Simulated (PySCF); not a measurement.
ClF2HSSi. Atoms are numbered in the order given.

```xyz
6

F     -1.2540    -0.8121    -1.0430
Si    -0.2270     0.1049    -0.2221
F     -0.5062     1.6318    -0.6347
S      1.7094    -0.5277    -0.7526
Cl    -0.6250    -0.0415     1.7710
H      2.2950     0.3009     0.1426
```
Charge 0, spin multiplicity 1.

Geometry optimised at r2SCAN-D4/def2-SVP. Other conformers were not sampled.

These are HF/pcSseg-1 (PySCF) values and carry that method's errors.

GIAO shieldings, no solvent; atoms listed in one row are averaged. δ = σ(ref) − σ: ¹⁹F against CFCl3 (σ = 238.5 ppm); ²⁹Si against TMS (σ = 393.8 ppm); ³³S against H2S (σ = 725.2 ppm); ³⁵Cl against HCl (σ = 958.2 ppm); ¹H against TMS (σ = 31.99 ppm), references at their B3LYP-D3(BJ)/def2-TZVP geometries, non-relativistic (without spin–orbit terms, shifts of atoms bonded to Cl or Br come out too high).

Computed chemical shifts:
```
nucleus  atoms  count  δ (ppm)
-------  -----  -----  -------
¹⁹F         F3      1    -83.5
¹⁹F         F1      1    -97.8
²⁹Si       Si2      1    -25.0
³³S         S4      1      6.5
³⁵Cl       Cl5      1     49.5
¹H          H6      1     1.60
```
